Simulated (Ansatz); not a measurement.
One change: `C[Se][BH][GeH3]` becomes `CS[BH][GeH3]`.

Ansatz, PBE0-D4/def2-TZVP geometries, multiplicity 1. Each molecule was computed in one conformer, which needn't be the lowest.

Scalar relativity is left out up to krypton. Spin–orbit coupling is left out; it splits and shifts lone-pair levels of the heavy atoms by tenths of an eV.

```json
{"property": "HOMO–LUMO gap (B3LYP/def2-TZVPP) / eV", "`C[Se][BH][GeH3]`": "5.42"}
{"property": "size of the dipole moment (PBE/def2-TZVPP) / D", "`C[Se][BH][GeH3]`": "1.60"}
{"property": "LUMO energy (B3LYP/def2-TZVPP) / eV", "`C[Se][BH][GeH3]`": "-1.89"}
{"property": "LUMO energy (PBE/def2-TZVPP) / eV", "`C[Se][BH][GeH3]`": "-2.57"}
{"property": "size of the dipole moment (B3LYP/def2-TZVPP) / D", "`C[Se][BH][GeH3]`": "1.45"}
{"property": "HOMO energy (ωB97M-V/def2-TZVPP) / eV", "`C[Se][BH][GeH3]`": "-9.66"}
```

**Question.** Give the same properties after the change, and the shifts. (An estimate is asked.)

**Answer.** The calculation gave: 
```csv
property,`CS[BH][GeH3]`,shift
HOMO–LUMO gap (B3LYP/def2-TZVPP) / eV,6.12,0.70
size of the dipole moment (PBE/def2-TZVPP) / D,2.52,0.92
LUMO energy (B3LYP/def2-TZVPP) / eV,-1.63,0.26
LUMO energy (PBE/def2-TZVPP) / eV,-2.35,0.22
size of the dipole moment (B3LYP/def2-TZVPP) / D,2.51,1.06
HOMO energy (ωB97M-V/def2-TZVPP) / eV,-10.15,-0.49
```

With PBE0 the HOMO falls by 0.44 eV and the LUMO rises by 0.26 eV, so the gap widens by about 0.70 eV. PBE moves the HOMO by -0.36 eV and ωB97M-V by -0.49 eV. Dipoles are sizes alone; their direction can turn.

Positive LUMOs are unbound, so they and the gaps depend on the basis.

B3LYP here is the variant with VWN-RPA as its local correlation; programs differ in this.
